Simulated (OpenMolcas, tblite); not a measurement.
**How methods differ on CH3ClF2Si (SMILES C[Si](F)(F)Cl)**

CH3ClF2Si: 8 atoms, total charge 0, spin state singlet. As SMILES, `C[Si](F)(F)Cl`. Geometry: relaxed at PBE0-D4/def2-TZVP.

```xyz
8

C    -0.8085   -0.2990    0.5122
Si    0.6906    0.1514   -0.4392
F     1.9870   -0.4723    0.2191
F     0.6162   -0.4156   -1.9142
Cl    0.9631    2.1585   -0.5609
H    -0.9171   -1.3854    0.5498
H    -0.7402    0.0804    1.5334
H    -1.6988    0.1248    0.0441
```

Each level gives the vertical ionisation energy (to the doublet cation) (eV). The values are calculated.

| level | kind | program | value (eV) | CPU time (all runs) |
| --- | --- | --- | --- | --- |
| GFN2-xTB | semi-empirical | tblite | 15.23 | under 2 s |
| HF/def2-SVP | Hartree–Fock | OpenMolcas | 11.66 | 27 s |
| SVWN5/def2-SVP | LDA | OpenMolcas | 11.63 | 72 s |
| BLYP/def2-SVP | GGA | OpenMolcas | 11.27 | 85 s |
| TPSS/def2-SVP | meta-GGA | OpenMolcas | 11.56 | 1.9 min |
| BHLYP/def2-SVP | global hybrid | OpenMolcas | 12.20 | 64 s |
| PBE0/def2-SVP | global hybrid | OpenMolcas | 11.98 | 62 s |

The values span 11.27 to 15.23 eV. The xTB values lack the empirical shift that such differences need. Times are those of the runs behind each value, whatever else they computed, on shared processors of several kinds: orders of magnitude only.
